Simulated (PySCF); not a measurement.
Molecule: SMILES CCOC(C)(C)C, C₆H₁₄O.

Geometry:
| atom | x (Å) | y (Å) | z (Å) |
| --- | --- | --- | --- |
| C1 | 2.040 | -0.519 | 0.188 |
| C2 | 0.612 | -0.795 | -0.220 |
| O3 | -0.214 | 0.094 | 0.477 |
| C4 | -1.621 | 0.031 | 0.271 |
| C5 | -2.166 | 1.128 | 1.176 |
| C6 | -1.977 | 0.326 | -1.186 |
| C7 | -2.178 | -1.327 | 0.699 |
| H8 | 2.163 | -0.657 | 1.272 |
| H9 | 2.734 | -1.195 | -0.334 |
| H10 | 2.313 | 0.519 | -0.054 |
| H11 | 0.504 | -0.673 | -1.316 |
| H12 | 0.354 | -1.849 | 0.008 |
| H13 | -1.739 | 2.099 | 0.886 |
| H14 | -1.883 | 0.929 | 2.219 |
| H15 | -3.262 | 1.189 | 1.111 |
| H16 | -1.636 | -0.470 | -1.864 |
| H17 | -3.067 | 0.414 | -1.305 |
| H18 | -1.516 | 1.273 | -1.504 |
| H19 | -1.838 | -2.140 | 0.040 |
| H20 | -1.861 | -1.560 | 1.727 |
| H21 | -3.277 | -1.318 | 0.669 |

Geometry PBE0-D3(BJ)/def2-SVP throughout; GIAO in PySCF 2.14.0 with density-fitted response routines, gas phase, one conformer, non-relativistic; equivalent atoms averaged; functional PBE0.

Q: How do the shifts δ (against TMS, H2O at the same level) depend on the basis set? (ppm; last column core-seconds on shared hosts with different chips, so compare them loosely)

A: 
```tsv
basis set	functions	C4	C2	C5/C6/C7	C1	O3	H11/H12	H8/H9/H10	H13/H14/H15/H16/H17/H18/H19/H20/H21	core-s
STO-3G	49	60.2	49.8	23.4	18.5	-12.4	1.44	0.95	0.82	5.7
pcSseg-0	91	71.8	58.0	31.5	20.1	63.6	3.27	1.42	1.32	7.6
6-31G	91	68.7	53.8	28.3	17.9	56.3	3.58	1.39	1.37	12
6-31G*	126	67.1	54.3	27.1	17.1	54.2	3.47	1.16	1.19	16
cc-pVDZ	168	70.6	55.6	28.4	18.0	78.7	3.30	1.06	1.12	18
def2-SVP	168	67.2	53.8	27.7	16.5	71.6	3.19	1.04	1.09	17
pcSseg-1	189	70.7	57.1	28.4	18.1	86.3	3.28	1.20	1.16	43
6-311+G(2d,p)	273	70.9	56.2	27.3	17.0	83.3	3.34	1.08	1.09	51
aug-cc-pVDZ	287	70.2	54.9	27.0	16.9	81.5	3.42	1.16	1.17	44
def2-TZVP	301	72.5	57.7	28.0	17.7	87.3	3.35	1.08	1.11	46
```

Q: Which nucleus moves most, in ppm?

A: O3 (ether oxygen): from -12.4 ppm with STO-3G to 87.3 ppm with def2-TZVP. The smallest spread is 0.47 ppm, at H8/H9/H10. Proton shifts span only some 12 ppm, so a few tenths of a ppm matter as much there as several ppm in carbon.

Q: Taking the largest basis, def2-TZVP (301 functions), as the yardstick, rank the others by their worst heavy-atom deviation.

A: pcSseg-1 1.8 ppm (189 functions), 6-311+G(2d,p) 4.0 ppm (273 functions), aug-cc-pVDZ 5.9 ppm (287 functions), cc-pVDZ 8.6 ppm (168 functions), def2-SVP 15.7 ppm (168 functions), pcSseg-0 23.7 ppm (91 functions), 6-31G 31.0 ppm (91 functions), 6-31G* 33.2 ppm (126 functions), STO-3G 99.7 ppm (49 functions).

A small basis that lands close on one nucleus may do so by chance; judge by the trend and by all nuclei.
